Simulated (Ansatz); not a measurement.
**Molecular dynamics of Ba16O**

Input file:

```yaml
crystal:
  lattice:
    - [10.04, 0.0, 0.0]
    - [0.0, 10.04, 0.0]
    - [0.0, 0.0, 10.04]
  atoms:
    - { symbol: Ba, position: [0.03197216, 3.64e-06, -0.0036187] }
    - { symbol: Ba, position: [0.46789617, 4.9e-06, -0.00358311] }
    - { symbol: Ba, position: [-0.00091625, 0.50001029, 0.00385581] }
    - { symbol: Ba, position: [-0.0094657, 2.42e-06, 0.48641082] }
    - { symbol: Ba, position: [0.24993695, 0.2596303, 0.26415504] }
    - { symbol: Ba, position: [0.50074509, 0.50001134, 0.00385697] }
    - { symbol: Ba, position: [0.50930267, 2.0e-06, 0.48640698] }
    - { symbol: Ba, position: [0.74989408, 0.25517051, 0.2506817] }
    - { symbol: Ba, position: [-0.00511283, 0.50000995, 0.49986195] }
    - { symbol: Ba, position: [0.24993641, 0.74038027, 0.26415872] }
    - { symbol: Ba, position: [0.24991308, 0.21830921, 0.75415179] }
    - { symbol: Ba, position: [0.5049383, 0.50000943, 0.49986886] }
    - { symbol: Ba, position: [0.7498948, 0.74484206, 0.25067853] }
    - { symbol: Ba, position: [0.74989359, 0.2509409, 0.74661105] }
    - { symbol: Ba, position: [0.24991209, 0.7816999, 0.75414833] }
    - { symbol: Ba, position: [0.74989187, 0.74906956, 0.74661222] }
    - { symbol: O, position: [0.24984704, 1.122e-05, 0.87541904] }
basis:
  ecutwfc: 420.0
kpoints:
  mp_grid: { grid: [1, 1, 1] }
hamiltonian:
  xc: pbesol
scf:
  occupations: { method: fermi_dirac, width: 0.1 }
  lower_state_search: "off"
md:
  timestep: 1
  n_steps: 220
  ensemble: nve
  temperature: 1800.0
  initial_velocities: maxwell_boltzmann
  seed: 774412
```

Run as:

```bash
$ ansatz run input.yaml --threads 2 --pin off --max-ram 5120MiB --backend cpu --events-out ev --progress --plain --runs-dir out
```

It starts from a partly relaxed structure (largest force component 0.07 eV/Å).

Output, in part (step lines):

```
md step     0: t =     0.00 fs  T =  1800.0 K  F+E_penalty+E_count = -94369.10858252 eV  E_kin = 3.722688 eV  conserved = -94365.38589456 eV  (8 SCF iters)
md step     1: t =     1.00 fs  T =  1799.7 K  F+E_penalty+E_count = -94369.10788480 eV  E_kin = 3.721991 eV  conserved = -94365.38589405 eV  (7 SCF iters)
md step     2: t =     2.00 fs  T =  1798.7 K  F+E_penalty+E_count = -94369.10584839 eV  E_kin = 3.719955 eV  conserved = -94365.38589344 eV  (7 SCF iters)
md step     3: t =     3.00 fs  T =  1797.1 K  F+E_penalty+E_count = -94369.10248500 eV  E_kin = 3.716592 eV  conserved = -94365.38589277 eV  (7 SCF iters)
md step     4: t =     4.00 fs  T =  1794.8 K  F+E_penalty+E_count = -94369.09780896 eV  E_kin = 3.711917 eV  conserved = -94365.38589206 eV  (7 SCF iters)
md step     5: t =     5.00 fs  T =  1791.9 K  F+E_penalty+E_count = -94369.09183698 eV  E_kin = 3.705946 eV  conserved = -94365.38589093 eV  (2 SCF iters)
md step     6: t =     6.00 fs  T =  1788.4 K  F+E_penalty+E_count = -94369.08458797 eV  E_kin = 3.698698 eV  conserved = -94365.38588948 eV  (3 SCF iters)
md step     7: t =     7.00 fs  T =  1784.3 K  F+E_penalty+E_count = -94369.07608279 eV  E_kin = 3.690195 eV  conserved = -94365.38588798 eV  (2 SCF iters)
[... lines left out ...]
md step   220: t =   220.00 fs  T =  1053.7 K  F+E_penalty+E_count = -94367.56507824 eV  E_kin = 2.179212 eV  conserved = -94365.38586625 eV  (7 SCF iters)
```

The steps, from the saved trajectory:

```json
{"time (fs)": "0.0", "T (K)": "1800", "potential energy less start (eV)": "0.000", "conserved less start (meV/atom)": "0.00"}
{"time (fs)": "7.0", "T (K)": "1784", "potential energy less start (eV)": "0.032", "conserved less start (meV/atom)": "0.00"}
{"time (fs)": "14.0", "T (K)": "1740", "potential energy less start (eV)": "0.125", "conserved less start (meV/atom)": "0.00"}
{"time (fs)": "21.0", "T (K)": "1670", "potential energy less start (eV)": "0.269", "conserved less start (meV/atom)": "0.00"}
{"time (fs)": "28.0", "T (K)": "1581", "potential energy less start (eV)": "0.454", "conserved less start (meV/atom)": "0.00"}
{"time (fs)": "35.0", "T (K)": "1476", "potential energy less start (eV)": "0.671", "conserved less start (meV/atom)": "0.00"}
{"time (fs)": "42.0", "T (K)": "1358", "potential energy less start (eV)": "0.914", "conserved less start (meV/atom)": "0.00"}
{"time (fs)": "49.0", "T (K)": "1230", "potential energy less start (eV)": "1.178", "conserved less start (meV/atom)": "0.00"}
{"time (fs)": "56.0", "T (K)": "1095", "potential energy less start (eV)": "1.457", "conserved less start (meV/atom)": "0.00"}
{"time (fs)": "63.0", "T (K)": "956", "potential energy less start (eV)": "1.745", "conserved less start (meV/atom)": "0.00"}
{"time (fs)": "70.0", "T (K)": "816", "potential energy less start (eV)": "2.034", "conserved less start (meV/atom)": "0.01"}
{"time (fs)": "77.0", "T (K)": "680", "potential energy less start (eV)": "2.317", "conserved less start (meV/atom)": "0.01"}
{"time (fs)": "84.0", "T (K)": "551", "potential energy less start (eV)": "2.584", "conserved less start (meV/atom)": "0.01"}
{"time (fs)": "91.0", "T (K)": "434", "potential energy less start (eV)": "2.825", "conserved less start (meV/atom)": "0.01"}
{"time (fs)": "98.0", "T (K)": "335", "potential energy less start (eV)": "3.029", "conserved less start (meV/atom)": "0.01"}
{"time (fs)": "105.0", "T (K)": "259", "potential energy less start (eV)": "3.186", "conserved less start (meV/atom)": "0.01"}
{"time (fs)": "112.0", "T (K)": "209", "potential energy less start (eV)": "3.291", "conserved less start (meV/atom)": "0.01"}
{"time (fs)": "119.0", "T (K)": "182", "potential energy less start (eV)": "3.346", "conserved less start (meV/atom)": "0.01"}
{"time (fs)": "126.0", "T (K)": "175", "potential energy less start (eV)": "3.361", "conserved less start (meV/atom)": "0.01"}
{"time (fs)": "133.0", "T (K)": "181", "potential energy less start (eV)": "3.348", "conserved less start (meV/atom)": "0.01"}
{"time (fs)": "140.0", "T (K)": "200", "potential energy less start (eV)": "3.309", "conserved less start (meV/atom)": "0.01"}
{"time (fs)": "147.0", "T (K)": "232", "potential energy less start (eV)": "3.243", "conserved less start (meV/atom)": "0.01"}
{"time (fs)": "154.0", "T (K)": "281", "potential energy less start (eV)": "3.141", "conserved less start (meV/atom)": "0.01"}
{"time (fs)": "161.0", "T (K)": "349", "potential energy less start (eV)": "3.002", "conserved less start (meV/atom)": "0.01"}
{"time (fs)": "168.0", "T (K)": "431", "potential energy less start (eV)": "2.831", "conserved less start (meV/atom)": "0.01"}
{"time (fs)": "175.0", "T (K)": "521", "potential energy less start (eV)": "2.645", "conserved less start (meV/atom)": "0.00"}
{"time (fs)": "182.0", "T (K)": "611", "potential energy less start (eV)": "2.460", "conserved less start (meV/atom)": "0.00"}
{"time (fs)": "189.0", "T (K)": "695", "potential energy less start (eV)": "2.286", "conserved less start (meV/atom)": "0.00"}
{"time (fs)": "196.0", "T (K)": "774", "potential energy less start (eV)": "2.122", "conserved less start (meV/atom)": "0.00"}
{"time (fs)": "203.0", "T (K)": "854", "potential energy less start (eV)": "1.957", "conserved less start (meV/atom)": "0.01"}
{"time (fs)": "210.0", "T (K)": "938", "potential energy less start (eV)": "1.782", "conserved less start (meV/atom)": "0.00"}
{"time (fs)": "217.0", "T (K)": "1021", "potential energy less start (eV)": "1.610", "conserved less start (meV/atom)": "0.00"}
```

The run went to its last step. The conserved energy stayed within 0.0088 meV per atom of its start (net change 0.0017 meV per atom), so the integration is sound. A run of 0.22 ps of so small a system gives no equilibrium averages. Limits of this set-up: coarse k mesh.

Mean squared displacements from the first frame to the last, about the centre of mass: Ba 0.13 Å², O 0.19 Å².

Last frame:

```xyz
17
Lattice="10.0400 0.0000 0.0000 0.0000 10.0400 0.0000 0.0000 0.0000 10.0400" Properties=species:S:1:pos:R:3
Ba 0.520 -0.010 0.222
Ba 4.671 0.262 -0.211
Ba 0.019 5.081 -0.078
Ba -0.370 0.325 5.098
Ba 2.635 2.798 2.542
Ba 5.350 5.145 -0.032
Ba 5.195 0.020 5.160
Ba 7.394 2.590 2.477
Ba -0.216 4.644 4.779
Ba 2.932 7.162 2.832
Ba 2.285 2.526 7.374
Ba 5.088 4.790 5.087
Ba 7.644 7.485 2.861
Ba 7.315 2.555 7.528
Ba 2.365 7.876 7.417
Ba 7.403 7.030 7.196
O 2.471 -0.331 9.061
```

The run took 10 min on 2 threads of Arm Neoverse V1 (shared host), peak memory 0.84 GiB.
